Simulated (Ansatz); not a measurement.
Geometry optimisation, RKS PBE-D4/cc-pVDZ in Ansatz 0.2.0.

Input file:

```yaml
crystal:
  periodic: [false, false, false]
  atoms:
    - { symbol: B, position_ang: [-1.4251, 1.6183, 0.4112] }
    - { symbol: C, position_ang: [-0.405, 0.6774, -0.1684] }
    - { symbol: "N", position_ang: [-0.1048, -0.3609, 0.4915] }
    - { symbol: Si, position_ang: [1.2177, -1.5047, -0.0968] }
    - { symbol: H, position_ang: [-1.7759, 2.6159, -0.2357] }
    - { symbol: H, position_ang: [-1.9841, 1.4687, 1.443] }
    - { symbol: H, position_ang: [0.0803, 0.8981, -1.127] }
    - { symbol: H, position_ang: [0.736, -2.059, -1.3841] }
    - { symbol: H, position_ang: [1.3149, -2.5842, 0.9262] }
    - { symbol: H, position_ang: [2.4291, -0.8208, -0.2569] }
basis:
  gaussian: { orbitals: cc-pVDZ }
hamiltonian:
  xc: pbe
  dispersion: d4
relax:
  f_tol: 0.02
  max_steps: 50
```

Command:

```bash
$ ansatz run input.yaml --threads 2 --pin off --max-ram 3072MiB --backend cpu --events-out ev --progress --plain --runs-dir out
```

Problem. Where does it end, and by what steps?

Solution. The run converged. After 23 steps the energy has fallen by 0.718 eV; H7 moved furthest, 1.68 Å. Joined: B1–N3 (2.38 → 1.70 Å).

```json
{"step": "0", "energy less start (eV)": "0.0000", "largest force component (eV/Å)": "2.503", "accepted": "yes"}
{"step": "1", "energy less start (eV)": "-0.2464", "largest force component (eV/Å)": "1.147", "accepted": "yes"}
{"step": "2", "energy less start (eV)": "-0.2836", "largest force component (eV/Å)": "0.533", "accepted": "yes"}
{"step": "3", "energy less start (eV)": "-0.3001", "largest force component (eV/Å)": "0.231", "accepted": "yes"}
{"step": "4", "energy less start (eV)": "-0.3228", "largest force component (eV/Å)": "0.348", "accepted": "yes"}
{"step": "5", "energy less start (eV)": "-0.3563", "largest force component (eV/Å)": "0.307", "accepted": "yes"}
{"step": "6", "energy less start (eV)": "-0.3762", "largest force component (eV/Å)": "0.701", "accepted": "yes"}
{"step": "7", "energy less start (eV)": "-0.3994", "largest force component (eV/Å)": "0.335", "accepted": "yes"}
{"step": "8", "energy less start (eV)": "-0.4136", "largest force component (eV/Å)": "0.283", "accepted": "yes"}
{"step": "9", "energy less start (eV)": "-0.4139", "largest force component (eV/Å)": "0.506", "accepted": "yes"}
{"step": "10", "energy less start (eV)": "-0.4274", "largest force component (eV/Å)": "0.330", "accepted": "yes"}
{"step": "11", "energy less start (eV)": "-0.4340", "largest force component (eV/Å)": "0.098", "accepted": "yes"}
{"step": "12", "energy less start (eV)": "-0.4457", "largest force component (eV/Å)": "0.130", "accepted": "yes"}
{"step": "13", "energy less start (eV)": "-0.4607", "largest force component (eV/Å)": "0.391", "accepted": "yes"}
{"step": "14", "energy less start (eV)": "-0.4776", "largest force component (eV/Å)": "0.545", "accepted": "yes"}
{"step": "15", "energy less start (eV)": "-0.5144", "largest force component (eV/Å)": "0.731", "accepted": "yes"}
{"step": "16", "energy less start (eV)": "-0.5583", "largest force component (eV/Å)": "0.670", "accepted": "yes"}
{"step": "17", "energy less start (eV)": "-0.6368", "largest force component (eV/Å)": "1.091", "accepted": "yes"}
{"step": "18", "energy less start (eV)": "-0.6850", "largest force component (eV/Å)": "0.821", "accepted": "yes"}
{"step": "19", "energy less start (eV)": "-0.7071", "largest force component (eV/Å)": "0.327", "accepted": "yes"}
{"step": "20", "energy less start (eV)": "-0.7082", "largest force component (eV/Å)": "0.376", "accepted": "yes"}
{"step": "21", "energy less start (eV)": "-0.7136", "largest force component (eV/Å)": "0.277", "accepted": "yes"}
{"step": "22", "energy less start (eV)": "-0.7178", "largest force component (eV/Å)": "0.038", "accepted": "yes"}
{"step": "23", "energy less start (eV)": "-0.7179", "largest force component (eV/Å)": "0.008", "accepted": "yes"}
```

```xyz
10
Properties=species:S:1:pos:R:3
B -1.363 1.141 0.341
C 0.146 1.358 -0.008
N -0.064 0.087 0.019
Si 0.863 -1.426 -0.224
H -2.184 1.207 -0.556
H -1.702 1.170 1.511
H 1.100 1.881 -0.224
H 0.199 -2.189 -1.337
H 0.802 -2.205 1.061
H 2.286 -1.074 -0.579
```

The run took 27 s on 2 threads of Intel(R) Xeon(R) Platinum 8488C (Sapphire Rapids), with other jobs on the host, peak memory 0.17 GiB.
